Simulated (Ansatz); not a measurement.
Calculated with Ansatz (gas phase, PBE0-D4/def2-TZVP geometries, no zero-point term in ΔE). CCSD(T)/CBS adds triple-zeta CCSD(T) − MP2 to the extrapolated MP2 energy (def2 sets, frozen cores). DFT in def2-TZVPP. Each species was taken in one conformer, which may not be the lowest.

Reaction (cleavage of the Si–Si bond): `O[Si]([SiH3])([SiH3])Cl` + `NBS` → `[SiH3]NBS` + `O[SiH]([SiH3])Cl`

CCSD(T)/CBS gives -44.7 kJ/mol.

(1) Another level gave -27.8 kJ/mol. Which?
A. ωB97M-V/def2-TZVPP
B. PBE0-D4/def2-TZVPP
C. revPBE-D4/def2-TZVPP
D. SCS-MP2/def2-TZVPP

Largest T1 diagnostic among the species: 0.013.

Results:

(1) B. PBE0-D4 -27.8, revPBE-D4 -22.1, ωB97M-V -45.4, SCS-MP2/def2-TZVPP -56.1 kJ/mol.

In def2-TZVPP, CCSD(T) changes the Hartree–Fock value by +18.6 kJ/mol (the triples alone add +2.9 kJ/mol) and MP2 by +12.5 kJ/mol. The D4 term adds +4.4 kJ/mol with B3LYP and +2.7 kJ/mol with PBE0; it sums over pairs of atoms, weighted by their polarisabilities, and B3LYP, whose exchange is more repulsive, gets the larger term.

B3LYP here is the variant with VWN-RPA as its local correlation; programs differ in this.
